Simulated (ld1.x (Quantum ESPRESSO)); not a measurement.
**Building the TM potential for sulfur (S) (PBE, scalar-relativistic).**

ld1.x (Quantum ESPRESSO) 7.5 was run on this input:

```
&input
   title='S', zed=16., rel=1, dft='PBE', iswitch=3,
   config='[Ne] 3s2 3p3 3d-2',
   nld=3, rlderiv=1.55, eminld=-4.0, emaxld=5.0, deld=0.02
 /
 &inputp
   pseudotype=2, tm=.true., lloc=-2, rcloc=0.95,
   nlcc=.true., new_core_ps=.true.,
   file_pseudopw='S.UPF', file_wfcaegen='ae.wfc', file_wfcncgen='nc.wfc', file_beta='beta', file_chi='chi'
 /
3
3S  1  0   2.00   0.00  1.15  1.15  0.0
3P  2  1   3.00   0.00  1.40  1.40  0.0
3D  3  2  -2.00   0.40  1.35  1.35  0.0
 &test
   configts(1)='3s2 3p3'
 /
```

Command:

```bash
ld1.x < S.in > S.out
```

Resulting log (shortened: banner, matrices, multipoles, cross overlaps and the repeated all-electron block are left out):

```
Program LD1 v.7.5
     --------------------------- All-electron run ----------------------------

     S
     scalar relativistic calculation

     atomic number is 16.00
     dft =PBE   lsd =0 sic =0 latt =0  beta=0.20 tr2=1.0E-14
     Exchange-correlation= PBE
                           (   1   4   3   4   0   0   0)
     mesh =1151 r(mesh) =  99.72449 a.u. xmin = -7.00 dx = 0.01250
     1 Ry =  13.60569312 eV, c = 137.03599908

     n l     nl                  e(Ry)          e(Ha)          e(eV)
     1 0     1S 1( 2.00)      -177.7138       -88.8569     -2417.9200
     2 0     2S 1( 2.00)       -16.4232        -8.2116      -223.4495
     2 1     2P 1( 6.00)       -12.3678        -6.1839      -168.2722
     3 0     3S 1( 2.00)        -2.0308        -1.0154       -27.6301
     3 1     3P 1( 3.00)        -1.2345        -0.6172       -16.7959

     final scf error:  3.2E-15 reached in  24 iterations

     Etot =    -797.228269 Ry,    -398.614134 Ha,  -10846.843170 eV

     Ekin =     800.311915 Ry,     400.155958 Ha,   10888.798319 eV
     Encl =   -1888.907121 Ry,    -944.453561 Ha,  -25699.890626 eV
     Eh   =     341.659497 Ry,     170.829749 Ha,    4648.514272 eV
     Exc  =     -50.292560 Ry,     -25.146280 Ha,    -684.265136 eV

     normalization and overlap integrals

     s(1S/1S) =  1.000000  <r> =   0.0969  <r2> =    0.0126  r(max) =   0.0633
     s(2S/2S) =  1.000000  <r> =   0.4788  <r2> =    0.2728  r(max) =   0.3877
     s(2P/2P) =  1.000000  <r> =   0.4423  <r2> =    0.2445  r(max) =   0.3254
     s(3S/3S) =  1.000000  <r> =   1.6367  <r2> =    3.0931  r(max) =   1.3874
     s(3P/3P) =  1.000000  <r> =   1.8954  <r2> =    4.2337  r(max) =   1.5526

     ------------------------ End of All-electron run ------------------------

     --------------------- Generating NC pseudopotential ---------------------

      Generating local potential from pseudized AE potential:
      Matching radius rcloc =   0.9500
      Enforcing V''(0)=0 (lloc=-2)

      Local pseudo, rcloc= 0.954 Estimated cut-off energy=    38.08 Ry

      Computing core charge for nlcc:

       r > 0.88 : true rho core
      Core charge pseudized with two Bessel functions
      Integrated core pseudo-charge :   4.81

      Wfc   3S  rcut= 1.136  Using Troullier-Martins method

      Wfc   3P  rcut= 1.387  Using Troullier-Martins method

      Wfc   3D  rcut= 1.353  Using Troullier-Martins method

     ------------------- End of pseudopotential generation -------------------

     Computing logarithmic derivative in   1.54293
     Computing logarithmic derivative in   1.54293
     Computing the partial wave expansion
     R is outside the sphere for l=    0 j= 0.00
     R is outside the sphere for l=    1 j= 0.00
     R is outside the sphere for l=    2 j= 0.00

     ---------------------- Testing the pseudopotential ----------------------

     S
     scalar relativistic calculation

     atomic number is 16.00   valence charge is  6.00
     dft =PBE   lsd =0 sic =0 latt =0  beta=0.20 tr2=1.0E-14
     mesh =1151 r(mesh) =  99.72449 xmin = -7.00 dx = 0.01250

     n l     nl             e AE (Ry)        e PS (Ry)    De AE-PS (Ry)
     1 0     3S   1( 2.00)       -2.03078       -2.03078       -0.00000
     2 1     3P   1( 3.00)       -1.23448       -1.23447       -0.00000

     eps = 9.1E-16  iter =  4

     Etot =    -797.228269 Ry,    -398.614134 Ha,  -10846.843170 eV
     Etotps =   -29.993206 Ry,     -14.996603 Ha,    -408.078352 eV

     Ekin =       6.595465 Ry,       3.297733 Ha,      89.735874 eV
     Encl =     -38.838644 Ry,     -19.419322 Ha,    -528.426677 eV
     Ehrt =      12.564002 Ry,       6.282001 Ha,     170.941951 eV
     Ecxc =     -14.570048 Ry,      -7.285024 Ha,    -198.235597 eV
     (Ecc =     -10.580165 Ry,      -5.290082 Ha,    -143.950474 eV)
     Epseu=       4.256020 Ry,       2.128010 Ha,      57.906097 eV

     ---------------------- End of pseudopotential test ----------------------
```

Generation and configuration tests took about 1.6 s on one core of a shared server CPU.

Transferability test of the new file with ld1.x, input:

```
&input
   title='S', zed=16., rel=1, dft='PBE', iswitch=2,
   config='[Ne] 3s2 3p3 3d-2'
 /
 &test
   file_pseudo='S.UPF', nconf=8,
   configts(1)='3s2 3p3',
   configts(2)='3s2 3p4',
   configts(3)='3s2 3p2',
   configts(4)='3s2 3p1',
   configts(5)='3s2 3p4.3',
   configts(6)='3s0 3p6',
   configts(7)='3s2 3p3.5',
   configts(8)='3s1 3p4'
 /
```

```bash
ld1.x < S.test.in > S.test.out
```

Pseudopotential blocks of its output, shortened (energy terms left out):

```
     ---------------------- Testing the pseudopotential ----------------------

     n l     nl             e AE (Ry)        e PS (Ry)    De AE-PS (Ry)
     1 0     3S   1( 2.00)       -2.03078       -2.03078       -0.00000
     2 1     3P   1( 3.00)       -1.23448       -1.23447       -0.00000

     eps = 2.7E-16  iter =  4

     Etot =    -797.228269 Ry,    -398.614134 Ha,  -10846.843171 eV
     Etotps =   -29.993206 Ry,     -14.996603 Ha,    -408.078356 eV

     ---------------------- End of pseudopotential test ----------------------

          ---------------------- Testing the pseudopotential ----------------------

     n l     nl             e AE (Ry)        e PS (Ry)    De AE-PS (Ry)
     1 0     3S   1( 2.00)       -1.26832       -1.26933        0.00100
     2 1     3P   1( 4.00)       -0.51514       -0.51576        0.00062

     eps = 9.0E-15  iter = 17

     Etot =    -798.093271 Ry,    -399.046635 Ha,  -10858.612127 eV
     Etotps =   -30.858697 Ry,     -15.429348 Ha,    -419.853958 eV
     dEtot_ae =      -0.865002 Ry
     dEtot_ps =      -0.865491 Ry,   Delta E=       0.000488 Ry

     ---------------------- End of pseudopotential test ----------------------

          ---------------------- Testing the pseudopotential ----------------------

     n l     nl             e AE (Ry)        e PS (Ry)    De AE-PS (Ry)
     1 0     3S   1( 2.00)       -2.89551       -2.89276       -0.00275
     2 1     3P   1( 2.00)       -2.05644       -2.05399       -0.00245

     eps = 2.0E-15  iter =  9

     Etot =    -795.590456 Ry,    -397.795228 Ha,  -10824.559602 eV
     Etotps =   -28.356330 Ry,     -14.178165 Ha,    -385.807519 eV
     dEtot_ae =       1.637812 Ry
     dEtot_ps =       1.636876 Ry,   Delta E=       0.000936 Ry

     ---------------------- End of pseudopotential test ----------------------

          ---------------------- Testing the pseudopotential ----------------------

     n l     nl             e AE (Ry)        e PS (Ry)    De AE-PS (Ry)
     1 0     3S   1( 2.00)       -3.83970       -3.83221       -0.00750  !
     2 1     3P   1( 1.00)       -2.96012       -2.95270       -0.00742  !

     eps = 5.0E-16  iter =  9

     Etot =    -793.088429 Ry,    -396.544214 Ha,  -10790.517782 eV
     Etotps =   -25.858853 Ry,     -12.929426 Ha,    -351.827613 eV
     dEtot_ae =       4.139840 Ry
     dEtot_ps =       4.134353 Ry,   Delta E=       0.005486 Ry

     ---------------------- End of pseudopotential test ----------------------

          ---------------------- Testing the pseudopotential ----------------------

     n l     nl             e AE (Ry)        e PS (Ry)    De AE-PS (Ry)
     1 0     3S   1( 2.00)       -1.06534       -1.06637        0.00104
     2 1     3P   1( 4.30)       -0.32453       -0.32510        0.00057

     eps = 6.0E-15  iter = 21

     Etot =    -798.218869 Ry,    -399.109435 Ha,  -10860.320983 eV
     Etotps =   -30.984488 Ry,     -15.492244 Ha,    -421.565436 eV
     dEtot_ae =      -0.990601 Ry
     dEtot_ps =      -0.991282 Ry,   Delta E=       0.000681 Ry

     ---------------------- End of pseudopotential test ----------------------

          ---------------------- Testing the pseudopotential ----------------------

     n l     nl             e AE (Ry)        e PS (Ry)    De AE-PS (Ry)
     1 0     3S   1( 0.00)       -1.36416       -1.36484        0.00068
     2 1     3P   1( 6.00)       -0.59357       -0.59369        0.00012

     eps = 7.9E-15  iter =  7

     Etot =    -796.568914 Ry,    -398.284457 Ha,  -10837.872201 eV
     Etotps =   -29.333453 Ry,     -14.666726 Ha,    -399.101956 eV
     dEtot_ae =       0.659354 Ry
     dEtot_ps =       0.659753 Ry,   Delta E=      -0.000399 Ry

     ---------------------- End of pseudopotential test ----------------------

          ---------------------- Testing the pseudopotential ----------------------

     n l     nl             e AE (Ry)        e PS (Ry)    De AE-PS (Ry)
     1 0     3S   1( 2.00)       -1.63479       -1.63548        0.00069
     2 1     3P   1( 3.50)       -0.86020       -0.86069        0.00049

     eps = 9.6E-15  iter = 11

     Etot =    -797.750778 Ry,    -398.875389 Ha,  -10853.952278 eV
     Etotps =   -30.515890 Ry,     -15.257945 Ha,    -415.189830 eV
     dEtot_ae =      -0.522510 Ry
     dEtot_ps =      -0.522684 Ry,   Delta E=       0.000174 Ry

     ---------------------- End of pseudopotential test ----------------------

          ---------------------- Testing the pseudopotential ----------------------

     n l     nl             e AE (Ry)        e PS (Ry)    De AE-PS (Ry)
     1 0     3S   1( 1.00)       -2.07941       -2.07924       -0.00017
     2 1     3P   1( 4.00)       -1.27665       -1.27633       -0.00032

     eps = 6.0E-15  iter = 12

     Etot =    -796.428698 Ry,    -398.214349 Ha,  -10835.964466 eV
     Etotps =   -29.193561 Ry,     -14.596780 Ha,    -397.198631 eV
     dEtot_ae =       0.799570 Ry
     dEtot_ps =       0.799645 Ry,   Delta E=      -0.000075 Ry

     ---------------------- End of pseudopotential test ----------------------
```
